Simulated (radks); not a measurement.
Q: All-electron atom: the palladium ion Pd+ in [Kr] 4d(3/2: 4, 5/2: 5). Calculated with a radial shooting solver on a logarithmic mesh with Libxc functionals: Dirac Kohn-Sham, BLYP, spin-unpolarised, spherical densities, finite nucleus; Fermi nuclear charge, rms radius 4.5318 fm. Some entries of the table are withheld. Estimate them.

orbital,occ.,eigenvalue (hartree),r(max) (bohr),<1/r> (bohr^-1)
1s1/2,2,-888.1246,0.02065,48.24
2s1/2,2,-129.9930,0.1169,11.09
2p1/2,2,-120.6223,0.09049,11.07
2p3/2,4,-114.7613,0.09466,10.43
3s1/2,2,-23.76861,0.3420,(1)
3p1/2,2,-20.06970,0.3285,3.767
3p3/2,4,-19.04838,0.3383,3.611
3d3/2,4,-12.49386,0.2806,3.444
3d5/2,6,-12.29019,0.2834,3.403
4s1/2,2,-3.54852,(2),1.466
4p1/2,2,-2.40462,0.8921,1.342
4p3/2,4,-2.23983,0.9171,1.292
4d3/2,4,-0.54500,1.081,0.9366
4d5/2,5,-0.52737,1.093,0.9221

A: 
(1) 3s1/2 <1/r> (bohr^-1): 3.862
(2) 4s1/2 r(max) (bohr): 0.8509
